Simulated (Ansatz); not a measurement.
Geometry optimisation, Ansatz, RKS PBE/6-31G.

Input file:

```yaml
crystal:
  periodic: [false, false, false]
  atoms:
    - { symbol: C, position_ang: [0.6413, -2.2443, -0.3249] }
    - { symbol: C, position_ang: [0.6599, -0.7566, 0.0186] }
    - { symbol: Si, position_ang: [1.0926, 0.4817, -1.3344] }
    - { symbol: C, position_ang: [-0.3561, 0.1926, -0.3974] }
    - { symbol: Si, position_ang: [-0.9108, 1.6175, 0.6605] }
    - { symbol: S, position_ang: [-2.5215, 1.019, 1.942] }
    - { symbol: H, position_ang: [1.6249, -2.6268, -0.4017] }
    - { symbol: H, position_ang: [0.114, -2.3655, -1.2917] }
    - { symbol: H, position_ang: [0.056, -2.7273, 0.4865] }
    - { symbol: H, position_ang: [1.1935, -0.597, 0.9765] }
    - { symbol: H, position_ang: [1.3413, -0.2524, -2.5666] }
    - { symbol: H, position_ang: [2.1816, 1.3917, -0.7539] }
    - { symbol: H, position_ang: [-1.2966, -0.1831, -1.0001] }
    - { symbol: H, position_ang: [0.179, 2.0973, 1.5537] }
    - { symbol: H, position_ang: [-1.3877, 2.7387, -0.1525] }
    - { symbol: H, position_ang: [-3.42853, 0.75126, 0.9586] }
basis:
  gaussian: { orbitals: "6-31G" }
hamiltonian:
  xc: pbe
relax:
  f_tol: 0.015
  max_steps: 40
output:
  orbitals: {}
```

Command:

```bash
$ ansatz run input.yaml --threads 1 --pin off --max-ram 2048MiB --backend cpu --events-out ev --progress --plain --runs-dir out
```

Question: Where does it end, and by what steps?

Answer: The forces met the threshold. Limits of this set-up: no polarisation functions. After 12 steps the energy has fallen by 1.133 eV; H16 moved furthest, 0.54 Å.

```
step  energy less start (eV)  largest force component (eV/Å)  accepted
   0                  0.0000                           6.051       yes
   1                 -0.8358                           3.265       yes
   2                 -1.0670                           0.453       yes
   3                 -1.0372                           0.457        no
   4                 -1.1213                           0.094       yes
   5                 -1.1277                           0.074       yes
   6                 -1.1299                           0.043       yes
   7                 -1.1312                           0.027       yes
   8                 -1.1319                           0.023       yes
   9                 -1.1323                           0.039       yes
  10                 -1.1324                           0.078       yes
  11                 -1.1327                           0.035       yes
  12                 -1.1329                           0.004       yes
```

```xyz
16
Properties=species:S:1:pos:R:3
C 0.473 -2.254 -0.287
C 0.706 -0.779 0.006
Si 1.468 0.426 -1.294
C -0.314 0.256 -0.532
Si -0.983 1.635 0.571
S -2.366 0.930 2.234
H 1.377 -2.852 -0.079
H 0.195 -2.421 -1.343
H -0.349 -2.648 0.341
H 1.044 -0.584 1.034
H 1.634 -0.043 -2.713
H 2.320 1.585 -0.857
H -1.051 -0.154 -1.238
H 0.141 2.260 1.365
H -1.696 2.680 -0.263
H -3.416 0.498 1.430
```

Whether the end is a true minimum wasn't checked by a vibrational analysis.

The run took 72 s on 1 CPU thread of a shared host.
